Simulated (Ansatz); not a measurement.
## A basis-limit estimate, worked out

An elementary step of SiH₃OF₃, singlet (SiHF₃ ([F][SiH]([F])[F]) + H₂O → SiH₂OF₂ ([OH][SiH]([F])[F]) + HF; bonds formed: Si1–O7, F2–H6; bonds broken: Si1–F2, H6–O7). “Start” is the structure reached by relaxing down from the saddle towards the reactants; PBE0-D4/def2-TZVP structures. The saddle:

```
8
angstrom
Si -0.6048 0.1984 -0.0422
F -0.0370 -1.6097 -0.3357
F -0.7466 0.3569 -1.6129
F -0.6575 1.7547 0.3730
H -1.7030 -0.3426 0.7544
H 0.9575 -1.0321 0.0639
O 1.0630 0.0102 0.5166
H 1.7282 0.6641 0.2829
```

Ansatz 0.2.0; basis: def2-TZVPP and def2-QZVPP; cores frozen in the correlated methods.

Energies in eV:

| quantity | saddle | start |
| --- | --- | --- |
| Hartree–Fock, triple zeta (X = 3) | -18073.78214 | -18075.53860 |
| Hartree–Fock, quadruple zeta (X = 4) | -18074.52980 | -18076.31085 |
| MP2 correlation, X = 3 | -31.24447 | -30.67417 |
| MP2 correlation, X = 4 | -34.11748 | -33.52924 |
| CCSD(T) correlation, X = 3 | -32.41740 | -31.89169 |

Question: Work out the barrier at the basis limit: extrapolate Hartree–Fock as E(X) = E∞ + A exp(−7.88 √X) and the MP2 correlation as E(X) = E∞ + B X^−2.97 (the exponents that Neese and Valeev fitted for def2-TZVPP and QZVPP), then add CCSD(T) − MP2 in triple zeta.

Answer: Each step is linear, so take the differences first (saddle − start): Hartree–Fock 1.75646 (X = 3) and 1.78105 (X = 4); MP2 correlation -0.57030 and -0.58824; CCSD(T) correlation -0.52571.
Two points give E∞ = E(4) + w [E(4) − E(3)], with w = 1/(exp(7.88 (2 − √3)) − 1) = 0.1377 for Hartree–Fock and w = 1/((4/3)^2.97 − 1) = 0.7407 for the correlation.
Hartree–Fock: 1.78105 + 0.1377 × 0.02459 = 1.7844 eV.
MP2 correlation: -0.58824 + 0.7407 × (-0.01794) = -0.6015 eV.
CCSD(T) − MP2: -0.52571 − (-0.57030) = 0.0446 eV.
Sum: 1.7844 + (-0.6015) + 0.0446 = 1.2275 eV, or 28.31 kcal/mol. Plain CCSD(T) in triple zeta gives 1.2308 eV, so the larger basis shifts the result by -0.0033 eV.

No T1 diagnostic of these runs exceeds 0.012.

The step is the kind of ligand exchange by which a precursor binds to a hydroxyl group, or is hydrolysed, in atomic layer deposition of oxides.

Labels in which every atom is bracketed show which atoms are joined, not bond orders.

For scale, one of the runs: CCSD(T)/def2-TZVPP, 208 basis functions (an equivalent command: `ansatz run in.yaml --threads 4`). Hardware: 4 CPU threads, shared host. Wall time 97 s; peak host memory 3.1 GiB.
